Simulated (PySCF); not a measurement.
## BiF and its ions

UHF-CCSD(T); PySCF, scalar-relativistic core potentials, basis sets Bi def2-SVP with ECP60, F def2-SVP. Neutral (UHF): triplet (π ↑↑), Re = 2.055 Å, ωe = 564 cm⁻¹, De = 3.03 eV.

BiF⁺ (UHF): doublet (π ↑), Re = 1.991 Å, ωe = 646 cm⁻¹. The energies at the minima are -313.20989 hartree for BiF and -312.90486 for BiF⁺.

Task: Work out the adiabatic ionisation energy, without and with harmonic zero-point energies (1 hartree = 27.2114 eV, 1 eV = 8065.5 cm⁻¹), and the change of the bond length.

Result: At UHF-CCSD(T): 0.30503 hartree = 8.300 eV between the minima; the zero-point term (646.0 − 564.0)/2 cm⁻¹ = +0.005 eV makes it 8.305 eV. Re changes by -6.4 pm against the neutral. The electron leaves a π orbital, and the shorter bond of the ion fits an antibonding orbital, or a change in how ionic the bond is.

Correlated steps freeze 5 core orbitals. Correlated levels converge slowly with the basis: in double zeta they bind strong bonds too weakly, by up to about 1 eV, and carry superposition errors of some tenths. These are scalar-relativistic numbers at best; spin–orbit coupling would shift them, the dissociation energy most. States were picked by a PBE0 search and need not be the measured ground states.
